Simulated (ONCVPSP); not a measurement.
**Reading a pseudo-wave (P)**

Columns: radius, all-electron u(r) and pseudo u(r) of the 3p shell (level -5.51 eV) of phosphorus in the configuration [Ne] 3s2 3p3; PBE, scalar-relativistic, ONCV scheme, ONCVPSP 4.0.1.

```tsv
r (bohr)	all-electron	pseudo
0.088	-0.1102	0.0041
0.175	-0.2380	0.0162
0.262	-0.2941	0.0362
0.350	-0.2814	0.0639
0.438	-0.2205	0.0986
0.525	-0.1332	0.1390
0.612	-0.0335	0.1844
0.700	0.0699	0.2344
0.788	0.1697	0.2871
0.875	0.2611	0.3405
0.962	0.3433	0.3937
1.050	0.4164	0.4458
1.138	0.4796	0.4947
1.225	0.5325	0.5386
1.312	0.5762	0.5774
1.400	0.6115	0.6106
1.487	0.6384	0.6372
1.575	0.6581	0.6575
1.662	0.6710	0.6709
1.750	0.6783	0.6783
1.838	0.6805	0.6805
1.925	0.6783	0.6783
2.012	0.6725	0.6725
2.100	0.6635	0.6635
2.188	0.6520	0.6520
2.275	0.6385	0.6385
```

How many radial nodes do the two functions have?

The all-electron 3p function has n − l − 1 = 1; the pseudo-wave has 0, since the states of the same l below it are removed with the core.

At about which radius was the pseudo-wave matched?

1.75 bohr. The columns agree to 0.0005 from 1.66 bohr on; several derivatives are matched, so the curves merge somewhat inside the radius.

Is the pseudo-wave norm-conserving?

Yes: the ONCV scheme keeps the norm inside the radius equal to the all-electron one, which fixes the energy derivative of the logarithmic derivative at the level.
